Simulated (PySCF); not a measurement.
**Computed properties of Cl₂H₃NOZr, SMILES [NH2][Zr]([OH])([Cl])[Cl], multiplicity 1**

Zr(Cl)2(OH)(NH2) (Cl₂H₃NOZr), SMILES [Zr]([NH2])([Cl])([Cl])[OH], multiplicity 1. Geometry optimised at B3LYP-D3(BJ)/def2-SVP. The spin state was assumed, not searched. The structure was generated by enumeration; whether it is a known compound was not checked. The def2 effective core potentials stand for the cores of Zr; spin–orbit coupling is left out. Other conformers were not sampled. All values are computed for the isolated molecule unless a solvent is named; none is compared with measurement here.

**Structure.** The optimised structure has Cs symmetry. All 18 harmonic modes at B3LYP-D3(BJ)/def2-SVP (PySCF) are real, so it is a minimum. With heavy atoms numbered as in [Zr:1]([Cl:2])([Cl:3])([OH:4])[NH2:6], the shortest bond between them is Zr1–O4 at 1.906 Å and the longest Zr1–Cl2 at 2.382 Å.

**Vibrations.** The strongest infrared lines (harmonic, unscaled, degenerate partners summed) lie at 3946 cm⁻¹ (338 km/mol, H 94 %), 496 cm⁻¹ (278 km/mol, H 74 %, N 23 %), 750 cm⁻¹ (153 km/mol, O 76 %, Zr 18 %). The softest mode is at 100 cm⁻¹ and the zero-point energy is 24.7 kcal/mol.

**Electronic structure.** r2SCAN/def2-TZVP (PySCF) places the frontier levels at -6.91 and -2.14 eV, a gap of 4.77 eV, and gives a dipole moment of 3.65 D and a mean polarisability of 77.3 bohr³. PBE/def2-TZVP (PySCF) at the same geometry gives -6.59 and -2.29 eV, so its gap is 0.47 eV narrower. An orbital gap is neither the optical nor the fundamental gap.

**Excitations.** TDA-PBE0/def2-SVPD (PySCF) has S1 at 4.93 eV (252 nm, f = 0.009, weak); the most intense of the 10 singlets computed lies at 5.77 eV (f = 0.04). T1 (TDA) is at 4.78 eV, 0.15 eV under S1. TDA-PBE/def2-SVPD (PySCF) puts S1 at 4.33 eV. No vertical singlet excitation falls in the visible range (under 3.1 eV).
